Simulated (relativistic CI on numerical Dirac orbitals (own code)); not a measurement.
Sc³⁺: L2,3 absorption edge

Computed with this model: Dirac-Coulomb-Breit CI, KLI orbitals optimised for each configuration, model QED (radiative potential, 1s self-energy scaled to tabulated hydrogen-like ionisation energies), multiplet model of core-to-valence dipole absorption, unscaled Slater integrals; configurations [Ne] 3s2 3p6 → [He] 2s2 2p5 3s2 3p6 3d; 80 K; Lorentzian 0.6 eV and Gaussian 0.3 eV FWHM. Energies are those of the free ion, without screening or charge transfer. The branching ratio is the share of the lower-energy edge in the whole absorption, uncertain by about 0.02 where the edges overlap. S is read from ⟨S²⟩ = S(S + 1).

Field parameters in Wybourne normalisation: Td as Oh with Dq negative (B⁴₀ = 21Dq, B⁴₄ = √(5/14) B⁴₀). The field is a parameter set, without covalency.

Computed curve for free ion, scaled to 100 at the maximum (points under 2 are left out and the grid is thinned):

```csv
Energy (eV),Intensity
404.4,2.0
404.5,2.3
404.7,2.9
404.8,3.3
405.0,4.5
405.1,5.4
405.2,6.6
405.4,10.5
405.5,13.8
405.7,25.1
405.8,33.0
405.9,40.6
406.1,44.4
406.2,38.7
406.4,23.2
406.5,17.3
406.7,10.1
406.8,8.1
406.9,6.6
407.1,4.8
407.2,4.3
407.4,3.5
407.5,3.3
407.6,3.1
407.8,2.9
407.9,2.9
408.1,2.9
408.2,2.9
408.3,3.0
408.5,3.4
408.6,3.6
408.8,4.2
408.9,4.6
409.0,5.1
409.2,6.6
409.3,7.6
409.5,10.6
409.6,12.9
409.7,16.1
409.9,26.7
410.0,35.7
410.2,64.8
410.3,82.7
410.4,96.5
410.6,91.4
410.7,75.0
410.9,42.3
411.0,31.3
411.2,18.2
411.3,14.4
411.4,11.6
411.6,8.1
411.7,6.8
411.9,5.1
412.0,4.5
412.1,4.0
412.3,3.2
412.4,2.9
412.6,2.4
412.7,2.2
```

The ground state has S = 0.00, and the centroid lies at 409.06 eV.
